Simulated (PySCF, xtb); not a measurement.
Protons, H atoms and electrons added to or taken from O[GeH3]. All species are isolated molecules in the gas phase. One relaxed conformer stands for each flexible species; it need not be the lowest. Strings in code marks are SMILES.

Quantity: proton affinity at 298 K, in kcal/mol. Thermal and zero-point terms are GFN2-xTB rigid-rotor harmonic values (xtb).

Level 1: M06-2X/6-31G* // r2SCAN-D4/def2-TZVP (PySCF)
Level 2: PBE/6-31G* // r2SCAN-D4/def2-TZVP (PySCF)
Level 3: HF/6-31G* // r2SCAN-D4/def2-TZVP (PySCF)
Level 4: HF/STO-3G // r2SCAN-D4/def2-TZVP (PySCF)

| species | level 2 | level 3 | level 4 |
|---|---|---|---|
| proton added at O1: `[OH2+][GeH3]` | 194.4 | 198.3 | 262.2 |

Q: What does level 1 give for each?

A: 
- proton added at O1: `[OH2+][GeH3]`: 195.2
